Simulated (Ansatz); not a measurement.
Steps of a relaxation of BrCl2FZr, SMILES `[F][Zr]([Cl])([Cl])[Br]` with RKS PBE0-D4/def2-TZVP.

```sh
$ ansatz run in.yaml --threads 4 --pin off --events-out ev --progress --plain --max-ram 10444MiB
```

```yaml
crystal:
  periodic: [false, false, false]
  atoms:
    - {symbol: F, position_ang: [-0.353354, -0.370934, 1.913910]}
    - {symbol: Zr, position_ang: [-0.007967, -0.060099, 0.077676]}
    - {symbol: Cl, position_ang: [1.979898, -1.133769, -0.528366]}
    - {symbol: Cl, position_ang: [-1.782338, -0.898657, -1.194966]}
    - {symbol: Br, position_ang: [0.213661, 2.389760, -0.309654]}
basis:
  gaussian: {orbitals: def2-TZVP}
hamiltonian: {xc: pbe0, dispersion: d4}
relax: {f_tol: 0.005, max_steps: 150}
```

Positions (Å) and forces (eV/Å) along the path, 5 of 5 steps:

```xyz
5
step=1 energy=-99080.9043 eV
F    -0.353   -0.371    1.914    0.095    0.080   -0.502
Zr   -0.008   -0.060    0.078   -0.045   -0.141    0.204
Cl    1.980   -1.134   -0.528   -0.281    0.147    0.087
Cl   -1.782   -0.899   -1.195    0.249    0.113    0.180
Br    0.214    2.390   -0.310   -0.018   -0.199    0.032
5
step=2 energy=-99080.9118 eV
F    -0.349   -0.369    1.894   -0.003   -0.003    0.017
Zr   -0.007   -0.057    0.075   -0.038   -0.106    0.176
Cl    1.955   -1.122   -0.522    0.160   -0.089   -0.049
Cl   -1.760   -0.889   -1.181   -0.143   -0.070   -0.103
Br    0.212    2.364   -0.307    0.024    0.268   -0.041
5
step=3 energy=-99080.9161 eV
F    -0.350   -0.371    1.897    0.008    0.005   -0.042
Zr   -0.008   -0.059    0.077   -0.008   -0.012    0.043
Cl    1.962   -1.128   -0.523    0.004   -0.005    0.001
Cl   -1.767   -0.895   -1.184   -0.005   -0.004   -0.001
Br    0.213    2.379   -0.308    0.001    0.016   -0.001
5
step=4 energy=-99080.9161 eV
F    -0.349   -0.370    1.893    0.001    0.001   -0.004
Zr   -0.007   -0.057    0.074   -0.002   -0.006    0.008
Cl    1.962   -1.131   -0.521    0.001    0.002   -0.001
Cl   -1.768   -0.898   -1.183   -0.001    0.002   -0.001
Br    0.212    2.383   -0.304    0.000    0.001   -0.002
5
step=5 energy=-99080.9162 eV
F    -0.349   -0.371    1.893    0.000    0.000    0.000
Zr   -0.008   -0.058    0.075    0.000    0.000    0.000
Cl    1.963   -1.130   -0.521    0.000    0.000    0.000
Cl   -1.768   -0.897   -1.183    0.000    0.000    0.000
Br    0.212    2.382   -0.306    0.000    0.000    0.000
```

Hardware: 4 threads of an INTEL XEON PLATINUM 8581C on a shared host. Wall time 18 s, peak host memory 0.69 GiB.
